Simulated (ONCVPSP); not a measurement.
As (Z = 33), ONCV: configuration errors across variants

- Element: arsenic (As)
- Generator: ONCVPSP 4.0.1
- Type: optimised norm-conserving Vanderbilt (ONCV)
- Functional: PBE
- Relativity: fully relativistic
- Frozen core: [Ne] 3s2
- Valence charge: 21
- Reference configuration: 3p6 3d10 4s1.75 4p3.25
- Partial waves: 4s: rc 1.70 bohr, ncon 4, nbas 7, qcut 3.8 1/bohr, 1 projector; 3p+4p: rc 1.05 bohr, ncon 4, nbas 9, qcut 12.1 1/bohr, 2 projectors; 3d: rc 0.80 bohr, ncon 3, nbas 8, qcut 22.3 1/bohr, 1 projector
- Local potential: polynomial inside 0.50 bohr (lpopt 5, dvloc0 0 Ha)
- Core correction: Teter function fitted to the true core (icmod 2), fcfact 0.4

Open shells are filled in proportion to 2j + 1.

All-electron excitation energies from the reference (eV): (1) 3p6 3d10 4s2 4p3 -2.331; (2) 3p6 3d10 4s2 4p2 6.821; (3) 3p6 3d10 4s2 4p1 24.743; (4) 3p6 3d10 4s1 4p3 16.923.

A true bound ghost makes a file unfit for plane-wave use even where its test errors are small: the radial tests pick states by their node count and pass the ghost by.

Errors AE − PS in meV (a dash: test not solved or not reliable):

```
      change   (1)   (2)   (3)   (4)  bound ghosts  GHOST(+) flags above zero
        base  -0.2  +0.6  +7.1  -1.4             s                       none
 p: qcut 7.3  -0.2  +0.7  +7.7  -1.3             s                 p3/2, p1/2
 p: qcut 8.8  -0.2  +0.6  +7.2  -1.3             s                       none
 p: qcut 9.8  -0.2  +0.4  +6.9  -1.4             s                       none
p: qcut 10.7  -0.3  +0.2  +6.2  -1.5             s                       p3/2
p: qcut 11.9  -0.2  +0.7  +7.3  -1.4             s                       p1/2
p: qcut 14.3  -0.2  +0.5  +6.7  -1.5             s                       none
p: qcut 15.4  -0.2  +0.4  +6.6  -1.5             s                       none
p: qcut 17.1  -0.2  +0.4  +6.6  -1.5             s                       none
p: qcut 17.8  -0.2  +0.4  +6.6  -1.5             s                       none
```

Q: Give the same row for: p: qcut 13.5.

A: -0.2, +0.5, +6.8, -1.4; bound ghosts: s; GHOST(+) flags above zero: none.
